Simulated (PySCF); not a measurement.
**Basis and Hamiltonian dependence of the excitation energy of Ta⁺**

Ta⁺ [Xe] 4f14 5d3 6s1 (5F) → Ta⁺ [Xe] 4f14 5d2 6s1 6p1 (high-spin determinant). All values are computed (PySCF 2.14, energy differences of UHF-based or UKS calculations, no spin-orbit coupling). Values in eV.

```json
{"basis": "aug-cc-pwCVDZ-PP with ECP60MDF", "Hamiltonian": "ECP", "functions": "70", "UHF": "4.003", "PBE": "4.938", "PBE0": "4.840", "MP2 (valence)": "4.257"}
{"basis": "aug-cc-pVTZ-PP with one added diffuse shell each of s, p, d, f, g type with ECP60MDF", "Hamiltonian": "ECP", "functions": "113", "UHF": "3.978", "PBE": "4.931", "PBE0": "4.828", "MP2 (valence)": "4.239"}
{"basis": "x2c-TZVPPall with one added diffuse shell each of s, p, d, f type", "Hamiltonian": "spin-free X2C", "functions": "113", "UHF": "3.957", "PBE": "4.805", "PBE0": "4.719", "MP2 (valence)": "4.185"}
{"basis": "aug-cc-pwCVTZ-PP with ECP60MDF", "Hamiltonian": "ECP", "functions": "122", "UHF": "3.976", "PBE": "4.928", "PBE0": "4.827", "MP2 (valence)": "4.249"}
```

Frozen in the all-electron rows: valence: [Xe] 4f14; with a core potential, the same shells as far as they lie outside it.

One determinant mixes LS terms of the configuration, so the numbers do not refer to single terms.
